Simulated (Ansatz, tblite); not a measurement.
Species of one formula, Si$_{18}$NH$_{28}$⁺ (singlet), each relaxed with PBE-D4/def2-SVP in Ansatz.

The xTB rows come from tblite. LC-ωPBE has ω = 0.4 bohr⁻¹. Correlated methods freeze 91 core orbitals. Single mean-field runs in def2-SVP, def2-TZVP are fitted with def2-universal-jkfit.

Other spin states weren't relaxed.

A: Si₁₈NH₂₈⁺, a doped nanocrystal cut from the lattice of silicon (N on a surface site)

```xyz
47

N    -0.4289    2.4152    0.6520
Si    0.7081    0.1056   -4.0245
Si   -0.8980   -3.0959   -2.6401
Si    2.1551    2.8315   -1.6190
Si    0.9895   -0.6559   -0.3030
Si    2.6893    1.9275    2.0823
Si    1.7623   -1.6792    3.2839
Si   -2.2960    0.4014   -1.5209
Si   -1.7754   -0.4807    2.0886
Si   -0.3590   -4.0065    1.0864
Si    1.2267    2.3874   -3.7463
Si   -0.4109   -0.8353   -2.1763
Si   -1.7651   -4.2629   -0.7863
Si   -1.6482    2.5446   -0.7921
Si    1.2731    1.6211    0.2123
Si    0.1317   -1.7539    1.5841
Si    2.3359    0.5102    3.9400
Si   -1.2072    1.7975    2.2649
Si   -3.4076   -0.4390    0.3841
H    -0.1337   -0.0764   -5.2603
H     1.9856   -0.6804   -4.1710
H     0.4172   -3.7103   -3.0466
H    -1.8459   -3.1397   -3.8100
H     3.5964    2.3912   -1.6051
H     2.0903    4.2987   -1.2702
H     2.3947   -1.1118   -0.6171
H     4.0426    1.6362    1.4864
H     2.6296    3.3862    2.4661
H    -0.1803    3.4029    0.8575
H     2.9784   -2.3616    2.7123
H     1.2709   -2.4544    4.4782
H    -3.2548    0.6885   -2.6492
H    -2.3774   -0.7982    3.4346
H     0.9743   -4.6499    0.8021
H    -0.9595   -4.6373    2.3156
H     2.2390    2.8099   -4.7780
H    -0.0200    3.2124   -3.9225
H    -1.8613   -5.7273   -1.1303
H    -3.1413   -3.7476   -0.4613
H    -0.9075    3.4087   -1.7678
H    -2.7846    3.3275   -0.1957
H     1.2386    1.0834    4.7961
H     3.6126    0.4854    4.7384
H    -0.1780    2.1728    3.2882
H    -2.4079    2.6896    2.4151
H    -4.0231   -1.7876    0.1433
H    -4.4700    0.5564    0.7807
```

B: Si18NH28⁺, a doped nanocrystal cut from the lattice of silicon (N on a surface site)

Cartesian coordinates in Å:
```
N 2.6204 1.7415 -2.6820
Si -0.6150 0.5265 -2.1355
Si -2.8367 -3.3594 0.7830
Si 0.2633 4.0601 -1.4628
Si -1.8867 0.2859 1.4587
Si 0.7693 -2.2913 0.0731
Si 1.6847 1.3885 0.6708
Si -0.4482 -2.4649 3.6973
Si -1.5022 2.7017 -2.2281
Si 1.3589 0.5116 -3.4083
Si 2.1166 3.5679 -2.8304
Si -3.5882 -1.1302 0.6618
Si -0.9997 -3.6601 -0.6603
Si -0.0376 -0.0845 0.0568
Si -2.2001 -3.8758 2.9930
Si 0.9382 3.6164 0.7497
Si -1.1501 -0.2172 3.6359
Si 3.3429 1.2553 -0.9872
Si 1.4166 -2.7552 2.2881
H -1.4892 -0.5023 -2.8060
H -3.9541 -4.2735 0.3435
H 0.0323 5.5273 -1.7242
H -2.2565 1.7445 1.3142
H 3.4339 1.6582 -3.3232
H 1.9458 -2.3394 -0.8764
H 2.3909 0.9522 1.9291
H -0.0472 -2.8103 5.1105
H -1.8417 3.0902 -3.6421
H -2.7052 2.8289 -1.3358
H 1.2413 0.9957 -4.8258
H 2.1168 -0.7838 -3.3707
H 1.8633 3.7137 -4.3034
H 3.3814 4.2829 -2.4506
H -3.8797 -0.7439 -0.7680
H -4.8354 -0.9402 1.4842
H -1.3600 -3.2650 -2.0711
H -0.5485 -5.0974 -0.6552
H -3.3834 -3.6963 3.9077
H -1.7357 -5.3078 3.0518
H -0.2143 3.7625 1.7038
H 2.0585 4.5521 1.1170
H -2.2656 0.0226 4.6189
H -0.0023 0.7077 3.9611
H 3.8587 -0.1310 -1.2448
H 4.4925 2.2141 -0.8583
H 1.9293 -4.1695 2.3682
H 2.5274 -1.8092 2.6722
```

Estimate which lies lowest at each level, and how far above it the others are (kcal/mol).


| level | A | B |
| --- | --- | --- |
| GFN1-xTB | 1.8 | 0.0 |
| GFN2-xTB | 0.0 | 4.3 |
| HF/STO-3G | 6.4 | 0.0 |
| HF/def2-SVP | 7.1 | 0.0 |
| PBE-D4/def2-SVP | 2.3 | 0.0 |
| PBE-D4/def2-TZVP | 2.4 | 0.0 |
| r2SCAN-D4/def2-TZVP | 3.5 | 0.0 |
| PBE0-D4/def2-SVP | 3.3 | 0.0 |
| PBE0-D4/def2-TZVP | 3.2 | 0.0 |
| LC-ωPBE/def2-TZVP | 5.1 | 0.0 |
| MP2/def2-SVP | 4.3 | 0.0 |
Point groups (tolerance 0.1 Å): A Cs, B Cs.
